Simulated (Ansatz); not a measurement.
`N=[C]1B[O][AlH]1`, 8 atoms. Charge 0, multiplicity 1. All runs use 2 threads of an Arm Neoverse V1 on a shared host. Correlated methods freeze the cores.

(1) How many basis functions does each run have, and how long does it take in Ansatz? RKS PBE0-D4/def2-QZVPP energy; RHF-CCSD(T)/def2-TZVPP energy; RKS ωB97M-V/def2-QZVPP energy; RKS PBE0-D4/def2-SVP energy; RKS PBE-D4/def2-TZVPP energy and forces; RKS PBE0-D4/def2-TZVP relaxation (11 steps); RKS HSE06 (plane-wave form)-D4/def2-TZVPP energy; RHF-CCSD(T)/def2-SVP energy; direct RPA on PBE orbitals/def2-TZVPP energy; RHF-MP2/def2-QZVPP energy; RKS BLYP-D4/def2-TZVPP energy; RKS B97M-V/def2-TZVPP energy. (An estimate is asked.)

## Answers

(1) Computed: Other jobs shared the machine, so times are rough.

```json
{"level": "RKS PBE0-D4/def2-SVP", "job": "energy", "functions": "89", "wall time": "1.7 s", "peak host memory (GiB)": "0.4"}
{"level": "RKS BLYP-D4/def2-TZVPP", "job": "energy", "functions": "208", "wall time": "2.7 s", "peak host memory (GiB)": "0.23"}
{"level": "RKS PBE-D4/def2-TZVPP", "job": "energy and forces", "functions": "208", "wall time": "3.1 s", "peak host memory (GiB)": "0.23"}
{"level": "RKS HSE06 (plane-wave form)-D4/def2-TZVPP", "job": "energy", "functions": "208", "wall time": "3.7 s", "peak host memory (GiB)": "0.42"}
{"level": "RHF-CCSD(T)/def2-SVP", "job": "energy", "functions": "89", "wall time": "3.9 s", "peak host memory (GiB)": "0.4"}
{"level": "direct RPA on PBE orbitals/def2-TZVPP", "job": "energy", "functions": "208", "wall time": "10 s", "peak host memory (GiB)": "0.47"}
{"level": "RKS PBE0-D4/def2-QZVPP", "job": "energy", "functions": "388", "wall time": "12 s", "peak host memory (GiB)": "1.1"}
{"level": "RKS B97M-V/def2-TZVPP", "job": "energy", "functions": "208", "wall time": "13 s", "peak host memory (GiB)": "0.3"}
{"level": "RHF-MP2/def2-QZVPP", "job": "energy", "functions": "388", "wall time": "26 s", "peak host memory (GiB)": "1.8"}
{"level": "RKS ωB97M-V/def2-QZVPP", "job": "energy", "functions": "388", "wall time": "29 s", "peak host memory (GiB)": "1.2"}
{"level": "RKS PBE0-D4/def2-TZVP", "job": "relaxation (11 steps)", "functions": "179", "wall time": "54 s", "peak host memory (GiB)": "0.39"}
{"level": "RHF-CCSD(T)/def2-TZVPP", "job": "energy", "functions": "208", "wall time": "87 s", "peak host memory (GiB)": "2.8"}
```
